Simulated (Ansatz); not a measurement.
The cluster CuBr2⁻, 3 atoms. Hardware: 4 threads of Arm Neoverse V1 on a shared host.

Correlated methods freeze 27 core orbitals; core or outer-core shells of Br are correlated, in sets that lack core-valence functions.

Problem. How many basis functions does each of these Ansatz runs have, and roughly what does it cost? r2SCAN-D4/def2-TZVPD, charge -1 singlet, energy, from earlier orbitals; PBE with 10 % exact exchange/def2-TZVPD, charge -1 triplet, energy, from earlier orbitals; HF/def2-TZVPD, charge -1 singlet, energy, from earlier orbitals; PBE with 35 % exact exchange/def2-TZVPD, charge -1 triplet, energy, from earlier orbitals; PBE0-D4/def2-SVPD, charge -1 singlet, energy, from earlier orbitals; PBE with 15 % exact exchange/def2-TZVPD, charge -1 singlet, energy, from earlier orbitals; B97M-V/def2-TZVPD, charge -1 singlet, energy, from earlier orbitals; PBE with 10 % exact exchange/def2-TZVPD, charge -1 singlet, energy, from earlier orbitals; PBE0-D4/def2-TZVPD, charge -1 quintet, energy, from earlier orbitals; B2PLYP/def2-TZVPD, charge -1 triplet, energy, from earlier orbitals; RPA@PBE/def2-TZVPD, charge -1 triplet, energy, from earlier orbitals; MP2/def2-TZVPD, charge -1 triplet, energy, from earlier orbitals.

Solution. Other jobs shared the machine, so times can vary by a factor of up to 3. A dash marks memory too small to be measured apart from the calling script's.

```
                                                                                      run  functions  fitting or Cholesky vectors  wall time  peak host memory (GiB)
                      PBE0-D4/def2-SVPD, charge -1 singlet, energy, from earlier orbitals        116                         1149      1.9 s                       –
                          HF/def2-TZVPD, charge -1 singlet, energy, from earlier orbitals        162                         1198      1.9 s                       –
PBE with 15 % exact exchange/def2-TZVPD, charge -1 singlet, energy, from earlier orbitals        162                         1436        3 s                       –
PBE with 10 % exact exchange/def2-TZVPD, charge -1 singlet, energy, from earlier orbitals        162                         1356      3.2 s                       –
                   r2SCAN-D4/def2-TZVPD, charge -1 singlet, energy, from earlier orbitals        162                         1309      3.7 s                       –
PBE with 10 % exact exchange/def2-TZVPD, charge -1 triplet, energy, from earlier orbitals        162                         1194        6 s                    0.62
                         MP2/def2-TZVPD, charge -1 triplet, energy, from earlier orbitals        162                         1194        6 s                    0.66
                     RPA@PBE/def2-TZVPD, charge -1 triplet, energy, from earlier orbitals        162                         1194        6 s                       –
                      B97M-V/def2-TZVPD, charge -1 singlet, energy, from earlier orbitals        162                         1309      6.5 s                       –
PBE with 35 % exact exchange/def2-TZVPD, charge -1 triplet, energy, from earlier orbitals        162                         1194       11 s                    0.75
                      B2PLYP/def2-TZVPD, charge -1 triplet, energy, from earlier orbitals        162                         1194       15 s                    0.74
                     PBE0-D4/def2-TZVPD, charge -1 quintet, energy, from earlier orbitals        162                         1195       22 s                    0.74
```
